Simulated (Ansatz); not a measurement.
Computed with Ansatz on PBE0-D4/def2-TZVP structures; ΔE is electronic, products minus reactants. CBS: MP2 limit from def2 TZ/QZ plus the TZ coupled-cluster correction, frozen cores. This one scheme is used for every species, atoms too. For atomizations the MP2-based limit and the directly extrapolated one differ by several kJ/mol either way, and by 10 to 25 for some Ge, Se and Sn compounds, so smaller differences from it don't rank the levels. Functionals use def2-TZVPP. Open shells (•) are unrestricted, without spin–orbit coupling. Spin–orbit coupling would lower the free atoms: a little for C, S; strongly for In. def2 core potentials past Kr. Bonds to In are less sure, by a few kJ/mol each and by 10 to 20 or more in all where they break to atoms, as the def2 sets lack core-valence functions. One conformer a species, not always the lowest.

`[CH3][In]([CH3])[SH]` → 2 C• + 7 H• + In• + S•  (atomization)

**Question.** What is ΔE at CCSD(T)/CBS? (An estimate is asked.)

**Answer.** Computed: +3657.5 kJ/mol.

**Question.** What do these levels give: PBE0-D4, ωB97X-V, PBE-QIDH, CAM-B3LYP, HF/def2-TZVPP, HF/def2-QZVPP? (Best estimate.)

**Answer.** Ansatz gave: PBE0-D4 3643.3, ωB97X-V 3658.0, PBE-QIDH 3629.1, CAM-B3LYP 3623.2, HF/def2-TZVPP 2702.1, HF/def2-QZVPP 2705.8 kJ/mol.

Largest T1 diagnostic among the species: 0.015.

The D4 term adds +32.2 kJ/mol with B3LYP and +17.2 kJ/mol with PBE0; it sums over pairs of atoms, weighted by their polarisabilities, and B3LYP, whose exchange is more repulsive, gets the larger term. From r2SCAN to r2SCAN0 (25 % exact exchange), in def2-TZVPP and without D4, ΔE moves by −34.9 kJ/mol: exact exchange takes away binding that semilocal exchange gives to molecules.

B3LYP here is the variant with VWN-RPA as its local correlation; programs differ in this.
